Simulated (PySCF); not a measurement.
# Spin-rotation constants: `COc1ccsc1C(=O)Cl`, C6H5ClO2S

Cartesian coordinates in Å; atom numbers follow the order of the lines, from 1:
```xyz
15

C    -2.181   -0.894    0.296
O    -0.784   -1.090    0.217
C    -0.010   -0.025   -0.001
C    -0.419    1.317   -0.180
C     0.635    2.157   -0.383
S     2.146    1.369   -0.365
C     1.378   -0.158   -0.077
C     2.113   -1.374    0.062
O     1.717   -2.477    0.261
Cl    3.877   -1.083   -0.104
H    -2.442   -0.222    1.119
H    -2.603   -1.879    0.482
H    -2.581   -0.498   -0.642
H    -1.441    1.647   -0.162
H     0.589    3.217   -0.544
```

Theory: PySCF 2.14.0, GIAO KT3/pcSseg-1 magnetisability, rotational g tensor and spin-rotation constants, non-relativistic, gas phase. Geometry: GFN2-xTB.

(1) Give the nuclear spin-rotation constants along the inertial axes (H = +C I·J) beside the isotropic shieldings.

Results:

(1) Rotational constants 1.5084, 0.8290, 0.5368 GHz. A star marks the isotopologue with that one atom substituted, in its own axes.
| atom | isotope | Caa (kHz) | Cbb (kHz) | Ccc (kHz) | mean (kHz) | σ (ppm) |
| --- | --- | --- | --- | --- | --- | --- |
| Cl10 | 35Cl | 0.222 | 0.424 | 0.259 | 0.302 | 508.5 |
| H11 | 1H | -0.126 | -0.060 | 0.000 | -0.062 | 27.8 |
| H12 | 1H | -0.158 | 0.049 | -0.055 | -0.055 | 27.4 |
| H13 | 1H | -0.123 | -0.060 | -0.001 | -0.061 | 27.8 |
| H14 | 1H | 0.140 | -0.077 | -0.061 | 0.000 | 25.3 |
| H15 | 1H | -0.133 | 0.081 | -0.063 | -0.038 | 24.7 |
| C1 | 13C* | 0.214 | 0.197 | 0.124 | 0.178 | 126.4 |
| O2 | 17O* | -0.434 | -0.117 | -0.034 | -0.195 | 196.6 |
| C3 | 13C* | 0.618 | 0.357 | 0.121 | 0.365 | 28.6 |
| C4 | 13C* | 0.562 | 0.278 | 0.075 | 0.305 | 76.6 |
| C5 | 13C* | 0.542 | 0.374 | 0.072 | 0.329 | 54.3 |
| S6 | 33S* | 0.543 | 0.315 | 0.156 | 0.338 | 314.4 |
| C7 | 13C* | 0.448 | 0.309 | 0.110 | 0.289 | 71.0 |
| C8 | 13C* | 0.738 | 0.214 | 0.154 | 0.369 | 34.3 |
| O9 | 17O* | -0.767 | -0.594 | -0.071 | -0.477 | -154.6 |

For the geometry as given, no vibrational averaging.
